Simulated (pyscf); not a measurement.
# H₃C–CH₂–CH₂–Al(F)–F, singlet

Gas-phase minimum from PySCF at ωB97X-D3(BJ)/def2-SVP, one conformer. 

SMILES: [F][Al]([F])[CH2]CC
```xyz
13

C     -1.0793     0.3514     1.6174
C      0.2433    -0.2916     1.1946
C      0.6661     0.1480    -0.2187
Al    -0.8465    -0.0354    -1.4119
F     -1.2595     1.0996    -2.5567
F     -1.8391    -1.3699    -1.3279
H     -1.9038     0.0228     0.9530
H     -1.3761     0.0690     2.6393
H     -1.0223     1.4522     1.5744
H      1.0295    -0.0426     1.9281
H      0.1319    -1.3888     1.2221
H      1.5312    -0.4350    -0.5793
H      0.9881     1.2048    -0.2198
```
Charge 0, spin multiplicity 1.

Bonds (Å): C1–C2 1.530, C1–H7 1.109, C1–H8 1.101, C1–H9 1.103, C2–C3 1.539, C2–H10 1.104, C2–H11 1.103, C3–Al4 1.935, C3–H12 1.104, C3–H13 1.105, Al4–F5 1.664, Al4–F6 1.665. Angles (°): C2–C1–H7 110.7, C2–C1–H8 112.4, C2–C1–H9 111.3, H7–C1–H8 106.2, H7–C1–H9 108.1, H8–C1–H9 107.8, C1–C2–C3 111.8, C1–C2–H10 109.7, C1–C2–H11 108.9, C3–C2–H10 110.5, C3–C2–H11 109.6, H10–C2–H11 106.2, C2–C3–Al4 108.9, C2–C3–H12 111.4 (the first ones only).

Properties at ωB97X-D3(BJ)/def2-SVP:

```
Property                                                                                                                                                                                                                                                                                                  Value
---------------------------------------------------------------------------------------------------------------------  ----------------------------------------------------------------------------------------------------------------------------------------------------------------------------------------
Harmonic wavenumbers, unscaled                                                                                         26, 91, 107, 219, 247, 256, 297, 414, 598, 666, 804, 843, 899, 936, 996, 1022, 1095, 1205, 1226, 1307, 1363, 1417, 1433, 1476, 1489, 1495, 3023, 3068, 3074, 3110, 3123, 3133, 3161 cm⁻¹
Zero-point energy                                                                                                                                                                                                                                                                                 62.4 kcal/mol
Rotational symmetry number                                                                                                                                                                                                                                                                                    1
Entropy of this conformer at 298 K and 1 atm, rigid rotor and harmonic oscillator, modes under 100 cm⁻¹ raised to 100                                                                                                                                                                           366.6 J/(mol K)
Dipole moment                                                                                                                                                                                                                                                                                            2.52 D
```

Single-point totals, which compare only within one level:

| level | total energy (hartree) |
|---|---|
| ωB97X-D3(BJ)/def2-TZVP | -561.06301 |
| PBE/def2-TZVP | -560.45726 |
| r²SCAN/def2-TZVP | -560.77372 |
| B3LYP-D3(BJ)/def2-TZVP | -561.00373 |
| PBE0-D3(BJ)/def2-TZVP | -560.50995 |
| M06-2X/def2-TZVP | -560.81171 |
| ωB97M-D3(BJ)/def2-TZVP | -561.06433 |

The lowest mode is so soft that the shape along it may change with the basis. Soft torsions are taken as harmonic, which can shift the entropy by several J/(mol K).
